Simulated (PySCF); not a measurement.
Working out the ionisation energy of Ta²⁺

Ta²⁺ [Xe] 4f14 5d3 (4F) → Ta³⁺ [Xe] 4f14 5d2 (3F). Computed with PySCF 2.14 in aug-cc-pwCVDZ-PP with ECP60MDF (6s6p5d3f, 70 functions), with a scalar-relativistic core potential. Frozen: nothing. Energies in hartree (1 hartree = 27.21139 eV):

```
             part  Ta²⁺ (lower)  Ta³⁺ (upper)
              UHF    -56.009906    -55.159523
MP2 opposite-spin     -0.157800     -0.148847
    MP2 same-spin     -0.067641     -0.054744
```

**Question.** What does Hartree-Fock give?

**Answer.** (-55.159523) − (-56.009906) = 0.850383 hartree = 23.140 eV.

**Question.** What do MP2 and SCS-MP2 (6/5 opposite-spin, 1/3 same-spin) give?

**Answer.** The opposite-spin parts differ by 0.244 eV and the same-spin parts by 0.351 eV. MP2: 23.140 + (0.244) + (0.351) = 23.735 eV. SCS-MP2: 23.140 + 1.2 × (0.244) + (0.351)/3 = 23.550 eV.

Reference: 23.1 ± 1.6 eV (theoretical estimate listed by NIST; NIST Atomic Spectra Database, ionization energies), between the lowest levels; spin-orbit coupling is absent from the calculation.

A double-zeta basis recovers only part of the correlation energy.

What remains against the reference includes basis incompleteness and correlation beyond second order.
